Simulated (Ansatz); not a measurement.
A made-up structure of NaSnH₃O, singlet:

```json
{"atom": "Na1", "x (Å)": "-1.7165", "y (Å)": "-2.3109", "z (Å)": "1.4509"}
{"atom": "O2", "x (Å)": "-0.6665", "y (Å)": "-0.8971", "z (Å)": "0.5659"}
{"atom": "Sn3", "x (Å)": "0.3477", "y (Å)": "0.4681", "z (Å)": "-0.2939"}
{"atom": "H4", "x (Å)": "1.4658", "y (Å)": "-0.2075", "z (Å)": "-1.4251"}
{"atom": "H5", "x (Å)": "-0.6810", "y (Å)": "1.5581", "z (Å)": "-1.1540"}
{"atom": "H6", "x (Å)": "-1.1617", "y (Å)": "-4.1159", "z (Å)": "2.0122"}
```

It is relaxed with PBE-D4/def2-SVP and then PBE0-D4/def2-TZVP (Ansatz 0.2.0). Atoms count as bonded within 1.22 times the sum of their covalent radii (H–H: 0.88 Å). The end point is not checked to be a true minimum.

Question: Does its bonding change? (A judgement: the text doesn't fix the answer.)

Answer: The calculation gives: No: no bond forms or breaks.

Where it ends: The first stage lowers the energy by 0.38 eV in 11 steps. It ends as NaSnH₃O ([NaH][O][SnH2]):
| atom | x (Å) | y (Å) | z (Å) |
| --- | --- | --- | --- |
| Na1 | -1.1284 | -2.5829 | 1.6690 |
| O2 | -0.3048 | -0.8011 | 0.6865 |
| Sn3 | 0.1829 | 0.3668 | -0.6359 |
| H4 | 1.6770 | 0.2407 | -1.4471 |
| H5 | -0.8807 | 1.5628 | -1.2227 |
| H6 | -1.9582 | -4.2912 | 2.1062 |

Labels in which every atom is bracketed show which atoms are joined, not bond orders.

For scale, one of the runs: PBE0-D4/def2-TZVP relaxation, 131 basis functions, launched by `ansatz run in.yaml --threads 2 --pin off --events-out ev --progress --plain --max-ram 4352MiB`. The run took about 28 s on 2 CPU threads of an Arm Neoverse V2 (shared host).
